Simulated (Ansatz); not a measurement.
H3Si (SMILES [SiH3]), charge 0, multiplicity 2, relaxed at each level with Ansatz (a first-principles code); harmonic frequencies from differences of analytic forces, average atomic masses, frozen cores. Open shells are unrestricted.

```
mode  HF/def2-TZVPP (cm⁻¹)  r2SCAN/def2-TZVPP (cm⁻¹)  B3LYP/def2-TZVPP (cm⁻¹)  MP2/cc-pV(T+d)Z (cm⁻¹)  CCSD(T)/cc-pV(D+d)Z (cm⁻¹)  CCSD(T)/cc-pV(T+d)Z (cm⁻¹)
----  --------------------  ------------------------  -----------------------  ----------------------  --------------------------  --------------------------
1                      884                       715                      767                     806                         787                  (withheld)
2                     1010                       930                      936                     966                         941                         943
3                     1010                       930                      936                     966                         941                         943
4                     2302                      2198                     2191                    2269                        2219                        2217
5                     2317                      2237                     2230                    2300                        2254                  (withheld)
6                     2317                      2237                     2230                    2300                        2254                  (withheld)
```

Question: Modes are in rising order at each level. What belongs in the gaps?

Answer: 
- 1, CCSD(T)/cc-pV(T+d)Z (cm⁻¹): 778
- 5, CCSD(T)/cc-pV(T+d)Z (cm⁻¹): 2250
- 6, CCSD(T)/cc-pV(T+d)Z (cm⁻¹): 2250
